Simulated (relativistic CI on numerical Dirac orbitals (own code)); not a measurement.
# Eu61+: sensitivity of the levels to the model

Base calculation: Dirac-Coulomb-Breit CI, separate exchange-only KLI orbitals for each configuration, model QED (radiative potential, 1s self-energy scaled to tabulated hydrogen-like ionisation energies), unscaled Slater integrals.

Configurations in the expansion: 1s², 1s2s, 1s2p, 1s3s, 1s3p, 1s3d, 1s4s, 1s4p, 1s4d, 1s4f, 1s5s, 1s5p, 1s5d, 1s5f, 1s5g, 1s6s, 1s6p, 1s6d, 2s². Levels of other configurations are missing.

Variants: (1) Breit term removed. Shifts of the energy above 1s² ¹S0, in eV, for the lowest level and the first level of each name with at least 55 % of one term (blank where a level changes its place among those of its configuration and J or its character, or is not in the variant):

```csv
Level,Base,Δ(1)
1s² ¹S0,0.0,0.0
1s2s ³S1,41721.9,+95.4
1s2p ³P°1,41815.7,+93.9
1s2p ³P°0,41832.9,+58.2
1s2s ¹S0,41833.3,+75.9
1s2p ³P°2,42581.7,+93.3
1s2p ¹P°1,42623.6,+88.2
1s3s ³S1,49686.1,+95.4
1s3p ³P°1,49711.5,+94.9
1s3s ¹S0,49715.8,+89.8
1s3p ³P°0,49716.0,+85.5
1s3p ³P°2,49939.3,+94.9
1s3d ³D2,49948.5,+96.3
1s3d ³D1,49951.0,+93.5
1s3p ¹P°1,49951.5,+93.1
1s3d ³D3,50017.3,+96.0
1s3d ¹D2,50019.3,+94.4
1s4s ³S1,52430.0,+95.4
1s4p ³P°1,52440.3,+95.2
1s4s ¹S0,52442.1,+93.0
1s4p ³P°0,52442.1,+91.4
1s4p ³P°2,52535.9,+95.2
```

At this charge energies of transitions that change n are usually good to better than 1 %, and those within a shell (Δn = 0) to a few per cent.

Ionisation energy from the two ground configurations alone: base 55862.6 eV; Breit term removed 55958.1 eV. The NIST ASD value (theoretical) is 55865.9 eV.

LS names give the leading component of a level, which can be under half, so a name can repeat, a term be missing and a line seem to break the LS rules.
